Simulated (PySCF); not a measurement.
C3H8N, doublet, geometry from GFN2-xTB; PySCF with B3LYP/6-31G*.

PySCF was given this input:
```python
from pyscf import gto, scf, dft

mol = gto.Mole()
mol.atom = '''
    C     1.838378    0.507686    0.145237
    N     0.470152    0.430494    0.367500
    C    -0.351183   -0.324369   -0.548644
    C    -1.737169   -0.545382    0.044242
    H     2.310593   -0.390535   -0.207466
    H     2.387025    1.144895    0.812663
    H     0.054203    1.310435    0.645959
    H    -0.444851    0.178866   -1.525646
    H     0.142965   -1.285158   -0.716877
    H    -1.658030   -1.048781    1.004448
    H    -2.338236   -1.156372   -0.623640
    H    -2.244886    0.405585    0.193051
'''
mol.basis = '6-31g*'
mol.charge = 0
mol.spin = 1
mol.verbose = 4
mol.build()

mf = dft.UKS(mol)
mf.xc = 'b3lyp'
mf.kernel()
mf.analyze()
```

Problem. Predict the main parts of the log of this PySCF run.

Solution. 
```
PySCF version 2.14.0

[INPUT] verbose = 4
[INPUT] num. atoms = 12
[INPUT] num. electrons = 33
[INPUT] charge = 0
[INPUT] spin (= nelec alpha-beta = 2S) = 1
[INPUT] symmetry False subgroup None
[INPUT] Mole.unit = angstrom
[INPUT] Symbol           X                Y                Z      unit          X                Y                Z       unit  Magmom
[...]
nuclear repulsion = 126.237159592096
number of shells = 40
number of NR pGTOs = 140
number of NR cGTOs = 72
basis = 6-31g*
ecp = {}

******** <class 'pyscf.dft.uks.UKS'> ********
method = UKS
initial guess = minao
damping factor = 0
level_shift factor = 0
DIIS = <class 'pyscf.scf.diis.CDIIS'>
diis_start_cycle = 1
diis_space = 8
diis_damp = 0
SCF conv_tol = 1e-09
SCF conv_tol_grad = None
SCF max_cycles = 50
direct_scf = True
direct_scf_tol = 1e-13
number electrons alpha = 17  beta = 16
XC library pyscf.dft.libxc version 7.1.2
    S. Lehtola, C. Steigemann, M. J. T. Oliveira, and M. A. L. Marques,  SoftwareX 7, 1–5 (2018)
XC functionals = b3lyp
    P. J. Stephens, F. J. Devlin, C. F. Chabalowski, and M. J. Frisch,  J. Phys. Chem. 98, 11623 (1994)
radial grids:
    Treutler-Ahlrichs [JCP 102, 346 (1995); DOI:10.1063/1.469408] (M4) radial grids

becke partition: Becke, JCP 88, 2547 (1988); DOI:10.1063/1.454033
pruning grids: <function nwchem_prune>
grids dens level: 3
symmetrized grids: False
atomic radii adjust function: <function treutler_atomic_radii_adjust>
small_rho_cutoff = 0
Set gradient conv threshold to 3.16228e-05
tot grids = 134720
init E= -174.025827804471

cycle= 1 E= -173.7769200868  delta_E= 0.249  |g|= 0.265  |ddm|= 2.11
cycle= 2 E= -173.777305858982  delta_E= -0.000386  |g|= 0.275  |ddm|= 0.572
cycle= 3 E= -173.818060146038  delta_E= -0.0408  |g|= 0.0171  |ddm|= 0.295
cycle= 4 E= -173.818171176771  delta_E= -0.000111  |g|= 0.0129  |ddm|= 0.0339
cycle= 5 E= -173.818251748812  delta_E= -8.06e-05  |g|= 0.0059  |ddm|= 0.0147
cycle= 6 E= -173.818268099075  delta_E= -1.64e-05  |g|= 0.00116  |ddm|= 0.0058
cycle= 7 E= -173.818269025162  delta_E= -9.26e-07  |g|= 0.000736  |ddm|= 0.00218
cycle= 8 E= -173.818269344442  delta_E= -3.19e-07  |g|= 0.000135  |ddm|= 0.00103
cycle= 9 E= -173.818269356689  delta_E= -1.22e-08  |g|= 3.98e-05  |ddm|= 0.000217
cycle= 10 E= -173.818269357772  delta_E= -1.08e-09  |g|= 1.86e-05  |ddm|= 7.43e-05
cycle= 11 E= -173.818269357949  delta_E= -1.77e-10  |g|= 6.28e-06  |ddm|= 2.24e-05
Extra cycle  E= -173.818269357955  delta_E= -6.14e-12  |g|= 6.38e-06  |ddm|= 1.19e-05
converged SCF energy = -173.818269357955  <S^2> = 0.75291727  2S+1 = 2.0029151
**** SCF Summaries ****
Total Energy =                        -173.818269357954989
Nuclear Repulsion Energy =             126.237159592095608
One-electron Energy =                 -482.875330027105292
Two-electron Energy =                  182.819901077054681
Two-electron Coulomb Energy =          209.052093251405438
DFT Exchange-Correlation Energy =      -26.232192174350743
**** MO energy ****
                             alpha | beta                alpha | beta
[...]
To work with the spin densities directly, `use mulliken_meta_spin()` only printing them here.

 ** Mulliken spin pop alpha/beta on meta-lowdin orthogonal AOs **
 ** Mulliken Spin Density (per AO)  **
spin_pop of  0 C 1s       -0.00001
spin_pop of  0 C 2s        0.06059
spin_pop of  0 C 3s        0.00151
spin_pop of  0 C 2px       0.00919
spin_pop of  0 C 2py       0.22259
spin_pop of  0 C 2pz       0.49654
spin_pop of  0 C 3px       0.00003
spin_pop of  0 C 3py       0.00199
spin_pop of  0 C 3pz       0.00540
spin_pop of  0 C 3dxy      0.00009
spin_pop of  0 C 3dyz     -0.00069
spin_pop of  0 C 3dz^2    -0.00029
spin_pop of  0 C 3dxz      0.00006
spin_pop of  0 C 3dx2-y2   -0.00005
spin_pop of  1 N 1s       -0.00000
spin_pop of  1 N 2s        0.01596
spin_pop of  1 N 3s        0.00108
spin_pop of  1 N 2px      -0.00106
spin_pop of  1 N 2py       0.06341
spin_pop of  1 N 2pz       0.13829
spin_pop of  1 N 3px       0.00013
spin_pop of  1 N 3py       0.00097
spin_pop of  1 N 3pz       0.00290
spin_pop of  1 N 3dxy      0.00014
spin_pop of  1 N 3dyz     -0.00024
spin_pop of  1 N 3dz^2    -0.00010
spin_pop of  1 N 3dxz      0.00026
spin_pop of  1 N 3dx2-y2   -0.00005
spin_pop of  2 C 1s        0.00000
spin_pop of  2 C 2s       -0.00029
spin_pop of  2 C 3s        0.00003
spin_pop of  2 C 2px      -0.00159
spin_pop of  2 C 2py       0.00047
spin_pop of  2 C 2pz      -0.00451
spin_pop of  2 C 3px       0.00036
spin_pop of  2 C 3py       0.00027
spin_pop of  2 C 3pz      -0.00001
spin_pop of  2 C 3dxy      0.00004
spin_pop of  2 C 3dyz     -0.00003
spin_pop of  2 C 3dz^2     0.00027
spin_pop of  2 C 3dxz     -0.00002
spin_pop of  2 C 3dx2-y2    0.00008
spin_pop of  3 C 1s        0.00000
spin_pop of  3 C 2s        0.00032
spin_pop of  3 C 3s        0.00001
spin_pop of  3 C 2px      -0.00015
spin_pop of  3 C 2py       0.00058
spin_pop of  3 C 2pz       0.00007
spin_pop of  3 C 3px       0.00017
spin_pop of  3 C 3py       0.00024
spin_pop of  3 C 3pz       0.00006
spin_pop of  3 C 3dxy     -0.00000
spin_pop of  3 C 3dyz      0.00001
spin_pop of  3 C 3dz^2     0.00000
spin_pop of  3 C 3dxz      0.00002
spin_pop of  3 C 3dx2-y2    0.00001
spin_pop of  4 H 1s       -0.01732
spin_pop of  4 H 2s        0.00023
spin_pop of  5 H 1s       -0.01794
spin_pop of  5 H 2s        0.00025
spin_pop of  6 H 1s       -0.00357
spin_pop of  6 H 2s        0.00011
spin_pop of  7 H 1s        0.01909
spin_pop of  7 H 2s        0.00103
spin_pop of  8 H 1s        0.00301
spin_pop of  8 H 2s        0.00004
spin_pop of  9 H 1s       -0.00024
spin_pop of  9 H 2s        0.00032
spin_pop of  10 H 1s        0.00002
spin_pop of  10 H 2s        0.00007
spin_pop of  11 H 1s       -0.00015
spin_pop of  11 H 2s        0.00000
 ** Mulliken Spin Density (per atom)  **
spin density of  0 C =      0.79695
spin density of  1 N =      0.22171
spin density of  2 C =     -0.00495
spin density of  3 C =      0.00133
spin density of  4 H =     -0.01709
spin density of  5 H =     -0.01769
spin density of  6 H =     -0.00346
spin density of  7 H =      0.02013
spin density of  8 H =      0.00306
spin density of  9 H =      0.00008
spin density of  10 H =      0.00009
spin density of  11 H =     -0.00015
 ** Mulliken pop alpha/beta on meta-lowdin orthogonal AOs **
 ** Mulliken pop       alpha | beta **
In total            17.00000 | 16.00000
 ** Mulliken atomic charges   ( Nelec_alpha | Nelec_beta ) **
charge of  0C =     -0.28354  (     3.54024      2.74329 )
charge of  1N =     -0.23164  (     3.72667      3.50496 )
charge of  2C =     -0.07213  (     3.03359      3.03854 )
charge of  3C =     -0.30144  (     3.15138      3.15005 )
charge of  4H =      0.09870  (     0.44211      0.45919 )
charge of  5H =      0.10044  (     0.44093      0.45863 )
charge of  6H =      0.20801  (     0.39426      0.39772 )
charge of  7H =      0.07863  (     0.47075      0.45062 )
charge of  8H =      0.10007  (     0.45149      0.44844 )
charge of  9H =      0.10499  (     0.44754      0.44747 )
charge of  10H =      0.10340  (     0.44835      0.44826 )
charge of  11H =      0.09449  (     0.45268      0.45283 )
Dipole moment(X, Y, Z, Debye): -1.14149,  0.18755, -0.05354
```
